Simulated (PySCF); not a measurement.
AsH₂, SMILES [AsH2], multiplicity 2. Atoms are numbered in the order given.

```xyz
3

As     0.0000     0.0000     0.0622
H      0.0000    -1.0900    -1.0266
H      0.0000     1.0900    -1.0266
```
Charge 0, spin multiplicity 2.

The structure is a stationary point at PBE-D3(BJ)/def2-TZVPD. The isomer is the one that the SMILES or the coordinates give; other isomers of the formula were not compared.

These are PBE-D3(BJ)/def2-TZVPD (PySCF) values and carry that method's errors.

Frequencies are harmonic and unscaled.

Computed vibrational spectrum:
| mode | ν (cm⁻¹) | IR (km/mol) | moving atoms (share of kinetic energy) |
|---|---|---|---|
| 1 | 964 | 16.1 | H 99 % |
| 2 | 2110 | 94.4 | H 99 % |
| 3 | 2123 | 102.0 | H 99 % |
